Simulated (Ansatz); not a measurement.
Reaction (redistribution): `[GeH3][CH]=[Se]` + `[SiH3]C[O][ZnH]` → `[ZnH][O][GeH3]` + `[SiH3]CC=[Se]`

Calculated with Ansatz (gas phase, PBE0-D4/def2-TZVP geometries, no zero-point term in ΔE). CCSD(T)/CBS is the MP2 limit (def2-TZVPP, def2-QZVPP) plus CCSD(T) − MP2 in def2-TZVPP, frozen cores. DFT in def2-TZVPP. B3LYP here is the variant with VWN-RPA as its local correlation; programs differ in this. For Ge, Se, Zn outer-core shells are correlated without core-valence functions, which leaves a few kJ/mol of doubt a bond. Scalar relativity is left out up to krypton. One conformer a species, not always the lowest.

| level | ΔE (kJ/mol) |
| --- | --- |
| ωB97X-V | -148.4 |
| ωB97M-V | -147.7 |
| PBE | -138.8 |
| r2SCAN | -151.4 |
| B3LYP | -147.6 |
| SCS-MP2/def2-TZVPP | -158.3 |
| MP2/def2-QZVPP | -162.1 |
| SCS-MP2/def2-QZVPP | -158.7 |

**Question.** What does CCSD(T)/CBS give? (Best estimate.)

**Answer.** Computed: -148.7 kJ/mol. The listed levels differ from it by 0.3, 1.0, 9.9, -2.7, 1.1, -9.6, -13.4, -10.0 kJ/mol.

Largest T1 diagnostic among the species: 0.017.

From PBE to PBE0 (25 % exact exchange), in def2-TZVPP and without D4, ΔE moves by −7.6 kJ/mol. In def2-TZVPP, CCSD(T) changes the Hartree–Fock value by +16.3 kJ/mol (the triples alone add +1.6 kJ/mol) and MP2 by +3.5 kJ/mol.
